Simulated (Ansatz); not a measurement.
The first iterations of a band of GeH4 + H3N (9 atoms, charge 0, multiplicity 1).

All numbers below come from Ansatz 0.2.0, RKS B3LYP-D4/def2-mTZVP.

```yaml
movable_images: 7
climbing_image: yes
spring: 5.0 eV/Å²
optimiser: quadratic models (default)
start_path: through a guess of the saddle point
force_threshold: 0.03 eV/Å
iteration_limit: 60
end_points: relaxed
```

First end point:

```xyz
9
Properties=species:S:1:pos:R:3
Ge 0.485 0.038 -0.166
H 0.643 -0.105 1.357
H 1.874 0.070 -0.825
H -0.263 1.344 -0.482
H -0.314 -1.156 -0.712
N -2.939 -0.055 1.480
H -2.886 -0.688 0.687
H -2.715 0.875 1.139
H -2.205 -0.323 2.129
```

Last end point:

```xyz
9
Properties=species:S:1:pos:R:3
Ge -0.540 0.143 -0.684
H -0.191 -0.424 3.458
H 0.738 -0.067 0.168
H -0.469 1.528 -1.350
H -0.622 -0.975 -1.738
N -2.131 0.093 0.270
H -2.334 -0.795 0.716
H -2.238 0.827 0.961
H -0.533 -0.329 2.806
```

| iteration | highest image above the first end (eV) | largest band force component (eV/Å) |
| --- | --- | --- |
| 1 | 4.959 | 18.830 |
| 2 | 3.787 | 5.713 |
| 3 | 2.972 | 3.847 |
| 4 | 2.579 | 1.667 |
| 5 | 2.455 | 0.957 |
| 6 | 2.195 | 0.812 |
| 7 | 2.043 | 0.555 |
| 8 | 1.794 | 0.842 |
| 9 | 1.697 | 0.658 |
| 10 | 1.593 | 1.483 |
| 11 | 1.771 | 1.486 |

**Question.** Does the band converge within its limit, and where does its top end?

**Answer.** The run converged. It ended after 34 iterations with the highest image 2.244 eV above the first end. A structure lower than the last end lies on the path between it and the top, so the climb from that side starts below the end, which may itself be a saddle point or a shallow side well. Neighbouring images differ by up to 1.9 eV, so the band resolves the path poorly. A vibrational analysis at the climbing image gives one clearly imaginary mode, 1243i cm⁻¹: a first-order saddle point. The orbitals stay closed-shell, which can raise the energy where a bond breaks towards radicals; this wasn't checked here.

Run time: 11 min on 1 thread of Arm Neoverse V1, with other jobs on the host, peak memory 0.17 GiB.
